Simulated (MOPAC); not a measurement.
MOPAC input (PM6):

```
PM6 PRECISE GNORM=0.05 LET XYZ UHF MS=0.5 GEO-OK AUX(PRECISION=9) THREADS=1
CH4BO2

C     1.38536600 1   -0.65444100 1    0.01341700 1
B    -0.00097100 1    0.01475100 1    0.00545500 1
O    -1.14504300 1   -0.60418700 1   -0.44887000 1
O    -0.11809700 1    1.29586700 1    0.47294800 1
H     2.26439700 1   -0.13723900 1    0.37841300 1
H     1.56487300 1   -1.66448800 1   -0.33857500 1
H    -1.00751500 1   -1.50063900 1   -0.76542100 1
H    -1.02397100 1    1.62180800 1    0.42518400 1
```

From the output:

```
                                                       MOPAC v23.2.5 Linux

          FINAL HEAT OF FORMATION =       -124.86440 KCAL/MOL =    -522.43263 KJ/MOL

          COSMO AREA              =         95.17 SQUARE ANGSTROMS
          COSMO VOLUME            =         77.34 CUBIC ANGSTROMS

          GRADIENT NORM           =          0.02739          =       0.00968 PER ATOM
          IONIZATION POTENTIAL    =         10.069759 EV
          ALPHA SOMO LUMO (EV)    =        -10.070  1.692
          BETA  SOMO LUMO (EV)    =        -11.817 -0.221
          NO. OF ALPHA ELECTRONS  =         12
          NO. OF BETA  ELECTRONS  =         11
          MOLECULAR WEIGHT        =         58.8514         POINT GROUP:  Cs

          MOLECULAR DIMENSIONS (Angstroms)

            Atom       Atom       Distance
            H     8    H     6     4.26853
            H     7    H     5     3.75556
            H     7    H     6     0.00000

          SCF CALCULATIONS        =         24

   ATOM   CHEMICAL          X               Y               Z
  NUMBER   SYMBOL      (ANGSTROMS)     (ANGSTROMS)     (ANGSTROMS)

     1       C          1.42735772  *  -0.65717802  *   0.02036073  *
     2       B          0.03001353  *  -0.00487158  *   0.00384883  *
     3       O         -1.14566358  *  -0.58764596  *  -0.44266422  *
     4       O         -0.14822935  *   1.27581162  *   0.45954710  *
     5       H          2.26224001  *  -0.10505778  *   0.39030612  *
     6       H          1.59162734  *  -1.64863204  *  -0.32742169  *
     7       H         -1.14260991  *  -1.46803331  *  -0.77866215  *
     8       H         -1.03737849  *   1.62887831  *   0.42533545  *

                             CARTESIAN COORDINATES

   1    C        1.427357720    -0.657178016     0.020360728
   2    B        0.030013528    -0.004871577     0.003848833
   3    O       -1.145663580    -0.587645959    -0.442664223
   4    O       -0.148229350     1.275811617     0.459547105
   5    H        2.262240011    -0.105057779     0.390306116
   6    H        1.591627344    -1.648632039    -0.327421694
   7    H       -1.142609906    -1.468033307    -0.778662148
   8    H       -1.037378492     1.628878305     0.425335454

           Empirical Formula: C H4 O2 B  =     8 atoms

      MOLECULAR POINT GROUP   :   Cs

          ALPHA EIGENVALUES
 -30.32908 -30.07481 -23.66704 -20.23493 -18.99442 -15.28957 -14.31127 -14.15160
 -13.32066 -12.18959 -12.11698 -10.06976   1.69192   1.75265   3.54869   4.08527
   5.47725   5.88368   6.10068   6.40879

           BETA EIGENVALUES
 -30.25542 -30.00809 -23.25177 -20.19974 -18.94222 -15.12151 -14.10134 -13.86296
 -13.26710 -12.01906 -11.81690  -0.22082   1.83445   2.41764   3.54326   4.23156
   5.50043   5.93246   6.33732   6.63335

              NET ATOMIC CHARGES AND DIPOLE CONTRIBUTIONS

  ATOM NO.   TYPE          CHARGE      No. of ELECS.   s-Pop       p-Pop
    1          C          -0.351829        4.3518     1.17553     3.17630
    2          B           0.466176        2.5338     0.89829     1.63553
    3          O          -0.571536        6.5715     1.71017     4.86137
    4          O          -0.507776        6.5078     1.71771     4.79006
    5          H           0.149651        0.8503     0.85035
    6          H           0.133850        0.8662     0.86615
    7          H           0.340899        0.6591     0.65910
    8          H           0.340566        0.6594     0.65943
 DIPOLE           X         Y         Z       TOTAL
 POINT-CHG.     0.243    -1.273    -0.441     1.369
 HYBRID        -0.426    -0.150    -0.138     0.472
 SUM           -0.183    -1.423    -0.579     1.547

          ATOMIC ORBITAL ELECTRON POPULATIONS

     Atom    s        px        py        pz
    1  C   1.17553   1.09909   1.09179   0.98541
    2  B   0.89829   0.65656   0.57599   0.40299
    3  O   1.71017   1.63443   1.46017   1.76676
    4  O   1.71771   1.49197   1.50980   1.78830
    5  H   0.85035
    6  H   0.86615
    7  H   0.65910
    8  H   0.65943

                    (SZ)    =    0.500000
                    (S**2)  =    0.754807

          ATOMIC ORBITAL SPIN POPULATIONS

    Atom   Total    s     px     py     pz
         Atomic
    1  C  1.0571  0.025  0.073  0.152  0.807
    2  B -0.0278 -0.020 -0.016 -0.004  0.011
    3  O  0.0162  0.001 -0.002  0.003  0.014
    4  O  0.0257  0.001  0.002  0.003  0.019
    5  H -0.0335 -0.034
    6  H -0.0335 -0.034
    7  H -0.0010 -0.001
    8  H -0.0031 -0.003

 **********************
 *                    *
 * JOB ENDED NORMALLY *
 *                    *
 **********************

 == MOPAC DONE ==
```

The geometry given is a B3LYP-D3(BJ)/def2-TZVP minimum.
